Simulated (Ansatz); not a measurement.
Relaxation of C₂H₇B₂FO (13 atoms, charge 0, multiplicity 1), to a largest force component of 0.015 eV/Å in at most 40 steps.

All numbers below come from RKS B3LYP-D4/6-31G in Ansatz.

```xyz
13
Properties=species:S:1:pos:R:3:forces:R:3
B -0.165 -1.832 -0.841 -0.26 1.42 -0.24
C -0.185 -0.463 0.021 4.93 -2.55 -1.50
B 0.912 -0.641 1.128 0.92 0.27 1.05
F -1.350 -0.308 0.623 -5.18 0.80 2.17
O 0.133 0.616 -0.858 -0.17 0.38 -0.71
C -0.318 1.872 -0.317 -0.95 1.23 -0.51
H -1.167 -2.443 -0.899 -0.22 -0.40 0.15
H 0.773 -2.094 -1.487 0.53 -0.34 -0.09
H 0.849 -1.481 1.994 -0.17 -0.02 -0.43
H 1.875 0.089 1.204 -0.31 -0.23 -0.26
H -1.434 1.933 -0.369 0.79 0.11 -0.04
H 0.135 2.684 -0.906 -0.18 -0.43 -0.04
H -0.037 2.035 0.720 0.28 -0.24 0.45
```

**Question.** Where does it end, and by what steps?

**Answer.** The forces met the threshold. Limits of this set-up: no polarisation functions. After 32 steps the energy has fallen by 0.924 eV; H13 moved furthest, 1.66 Å. Joined: B1–O5.

| step | energy less start (eV) | largest force component (eV/Å) | accepted |
| --- | --- | --- | --- |
| 0 | 0.0000 | 5.184 | yes |
| 2 | -0.5708 | 0.944 | yes |
| 4 | -0.6230 | 0.307 | yes |
| 6 | -0.6378 | 0.253 | yes |
| 8 | -0.6482 | 0.390 | yes |
| 10 | -0.6645 | 0.145 | yes |
| 12 | -0.6676 | 0.112 | yes |
| 14 | -0.6681 | 0.117 | no |
| 16 | -0.6709 | 0.103 | yes |
| 18 | -0.6721 | 0.124 | yes |
| 20 | -0.6882 | 0.222 | yes |
| 22 | -0.7395 | 0.595 | yes |
| 24 | -0.8608 | 0.780 | yes |
| 26 | -0.9142 | 0.176 | yes |
| 28 | -0.9235 | 0.060 | yes |
| 30 | -0.9240 | 0.016 | yes |
| 32 | -0.9243 | 0.012 | yes |

```xyz
13
Properties=species:S:1:pos:R:3
B -0.032 -1.124 -0.968
C -0.543 -0.712 0.526
B 0.621 -0.646 1.485
F -1.804 -1.168 0.919
O -0.761 0.314 -0.576
C -0.103 1.631 -0.540
H -0.764 -1.813 -1.598
H 1.112 -0.969 -1.260
H 0.670 -1.460 2.351
H 1.526 0.104 1.306
H -0.484 2.173 0.326
H -0.397 2.119 -1.469
H 0.981 1.517 -0.487
```

Run time: 81 s on 1 thread of AMD EPYC 9R45 96-Core Processor (Zen 5) (shared host), peak memory 0.19 GiB.
